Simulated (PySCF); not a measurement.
Computed Raman spectrum (relative Raman activity) of a molecule CH7FOSi2. The structure is a stationary point at PBE-D3(BJ)/def2-SVP. The values are those of a single conformer. Level of theory: PBE-D3(BJ)/def2-SVP run with PySCF 2.14.0. Frequencies are harmonic and unscaled.

Lines under 2 % of the strongest are left out, and lines within 2 cm⁻¹ are merged.

```json
[
 {"ν (cm⁻¹)": "547", "relative intensity": "8.3"},
 {"ν (cm⁻¹)": "666", "relative intensity": "2.8"},
 {"ν (cm⁻¹)": "704", "relative intensity": "6.7"},
 {"ν (cm⁻¹)": "781", "relative intensity": "4.5"},
 {"ν (cm⁻¹)": "798", "relative intensity": "2.6"},
 {"ν (cm⁻¹)": "824", "relative intensity": "4.4"},
 {"ν (cm⁻¹)": "899", "relative intensity": "5.6"},
 {"ν (cm⁻¹)": "912", "relative intensity": "12"},
 {"ν (cm⁻¹)": "922", "relative intensity": "14"},
 {"ν (cm⁻¹)": "984", "relative intensity": "3.0"},
 {"ν (cm⁻¹)": "1327", "relative intensity": "5.3"},
 {"ν (cm⁻¹)": "2157", "relative intensity": "100"},
 {"ν (cm⁻¹)": "2164", "relative intensity": "41"},
 {"ν (cm⁻¹)": "2182", "relative intensity": "89"},
 {"ν (cm⁻¹)": "2191", "relative intensity": "50"},
 {"ν (cm⁻¹)": "2994", "relative intensity": "54"},
 {"ν (cm⁻¹)": "3057", "relative intensity": "37"},
 {"ν (cm⁻¹)": "3775", "relative intensity": "74"}
]
```

Problem. Identify the compound among the candidates.
(A) O[Si@@H]([SiH3])CF
(B) O[Si@@H](F)C[SiH3]
(C) CO[Si@@H](F)[SiH3]
(D) O[SiH2][SiH2]CF

Solution. B, O[Si@@H](F)C[SiH3]
